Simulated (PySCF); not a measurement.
**Computed properties of C3H7BO3, SMILES OB1OCC[C@H]1O**

C3H7BO3, SMILES OB1OCC[C@H]1O. Coordinates come from a B3LYP-D3(BJ)/def2-SVP optimisation. The structure was generated by enumeration; whether it is a known compound was not checked. One conformer was computed; it need not be the lowest. All values are computed for the isolated molecule unless a solvent is named; none is compared with measurement here.

**Structure.** All 36 harmonic modes at B3LYP-D3(BJ)/def2-SVP (PySCF) are real, so it is a minimum. With heavy atoms numbered as in [OH:1][B:2]1[O:3][CH2:4][CH2:5][C@H:6]1[OH:7], the shortest bond between them is O1–B2 at 1.355 Å and the longest B2–C6 at 1.588 Å.

**Vibrations.** The strongest infrared lines (harmonic, unscaled, degenerate partners summed) lie at 1486 cm⁻¹ (206 km/mol, H 46 %, B 37 %, O 10 %), 1518 cm⁻¹ (197 km/mol, H 49 %, B 33 %, O 12 %), 1267 cm⁻¹ (160 km/mol, H 64 %, B 17 %, C 11 %, O 8 %). The softest mode is at 116 cm⁻¹ and the zero-point energy is 70.6 kcal/mol.

**Electronic structure.** M06-2X/def2-TZVP (PySCF) places the frontier levels at -9.07 and 1.27 eV, a gap of 10.34 eV, and gives a dipole moment of 1.64 D and a mean polarisability of 56.1 bohr³. PBE/def2-TZVP (PySCF) at the same geometry gives -5.83 and -0.17 eV, so its gap is 4.68 eV narrower. An orbital gap is neither the optical nor the fundamental gap.

**Excitations.** TDA-PBE0/def2-SVPD (PySCF) has S1 at 6.50 eV (191 nm, f = 0.002, dark); the most intense of the 6 singlets computed lies at 7.72 eV (f = 0.02). T1 (TDA) is at 6.19 eV, 0.31 eV under S1. TDA-PBE/def2-SVPD (PySCF) puts S1 at 5.37 eV. No vertical singlet excitation falls in the visible range (under 3.1 eV).

**NMR.** GIAO shifts at PBE0/pcSseg-1 (PySCF) (non-relativistic, atoms alike by connectivity averaged): ¹³C from 41.3 to 70.6 ppm against TMS; ¹H from 0.8 to 4.4 ppm against TMS; ¹¹B at 20.7 ppm against BF3.
